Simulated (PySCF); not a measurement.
CH₇FOSi₂, SMILES O[Si@@H](F)C[SiH3]. Atoms are numbered in the order given.

```xyz
12

O      0.1931    -1.5485     0.6992
Si     0.5466     0.0761     0.8624
F      2.1688     0.2658     1.0388
C     -0.0376     0.8922    -0.7047
Si    -1.6489     0.1659    -1.4001
H      0.3625    -2.1145     1.4715
H     -0.0601     0.6576     2.1053
H     -0.1771     1.9772    -0.5117
H      0.7568     0.8006    -1.4764
H     -2.6865     0.0676    -0.3140
H     -2.1905     1.0634    -2.4819
H     -1.4122    -1.1976    -1.9800
```

Geometry optimised at PBE-D3(BJ)/def2-SVP. The structure was generated by enumeration; whether it is a known compound was not checked. The values are those of a single conformer.

Calculation: PBE-D3(BJ)/def2-SVP in PySCF.

Frequencies are harmonic and unscaled.

Computed normal modes with their intensities:
| mode | ν (cm⁻¹) | IR (km/mol) | Raman (Å⁴/amu) | depolarisation | moving atoms (share of kinetic energy) |
|---|---|---|---|---|---|
| 1 | 31 | 1.1 | 0.2 | 0.75 | H 28 %, C 22 %, F 20 %, Si 17 %, O 12 % |
| 2 | 106 | 0.3 | 0.2 | 0.75 | Si 32 %, O 26 %, H 23 %, F 12 % |
| 3 | 149 | 0.6 | 0.0 | – | H 84 %, O 9 % |
| 4 | 216 | 23.6 | 2.5 | 0.59 | F 36 %, H 31 %, Si 24 % |
| 5 | 275 | 41.2 | 0.6 | 0.74 | H 55 %, Si 17 %, O 11 %, C 9 %, F 8 % |
| 6 | 280 | 18.3 | 2.3 | 0.51 | H 36 %, Si 28 %, F 16 %, O 13 % |
| 7 | 341 | 64.2 | 0.8 | 0.72 | O 34 %, H 23 %, Si 21 %, F 21 % |
| 8 | 478 | 2.8 | 3.0 | 0.75 | H 86 % |
| 9 | 547 | 1.4 | 15.8 | 0.29 | H 60 %, Si 24 %, C 14 % |
| 10 | 666 | 23.2 | 5.3 | 0.50 | H 74 %, C 16 % |
| 11 | 704 | 67.9 | 12.7 | 0.27 | H 46 %, C 36 %, Si 16 % |
| 12 | 738 | 39.3 | 2.3 | 0.51 | H 45 %, C 33 %, Si 16 % |
| 13 | 781 | 156.0 | 8.6 | 0.73 | H 69 %, C 20 % |
| 14 | 798 | 39.1 | 4.9 | 0.38 | H 35 %, O 26 %, F 23 %, Si 13 % |
| 15 | 824 | 10.2 | 8.3 | 0.58 | H 72 %, O 15 %, F 8 % |
| 16 | 867 | 319.2 | 3.3 | 0.59 | H 64 %, Si 21 %, F 10 % |
| 17 | 899 | 9.9 | 10.7 | 0.75 | H 71 %, Si 18 %, F 9 % |
| 18 | 912 | 67.0 | 22.4 | 0.74 | H 96 % |
| 19 | 922 | 32.0 | 27.3 | 0.75 | H 97 % |
| 20 | 937 | 193.3 | 2.3 | 0.75 | Si 38 %, H 35 %, O 19 % |
| 21 | 984 | 20.6 | 5.7 | 0.71 | H 92 % |
| 22 | 1042 | 149.8 | 2.2 | 0.74 | H 53 %, C 40 % |
| 23 | 1327 | 10.5 | 10.2 | 0.74 | H 92 % |
| 24 | 2157 | 113.9 | 190.2 | 0.17 | H 98 % |
| 25 | 2164 | 73.2 | 77.5 | 0.51 | H 96 % |
| 26 | 2182 | 150.7 | 169.1 | 0.16 | H 97 % |
| 27 | 2191 | 89.2 | 94.6 | 0.39 | H 96 % |
| 28 | 2994 | 0.3 | 102.4 | 0.09 | H 95 % |
| 29 | 3057 | 0.1 | 70.7 | 0.75 | H 91 %, C 9 % |
| 30 | 3775 | 90.1 | 141.1 | 0.29 | H 94 % |
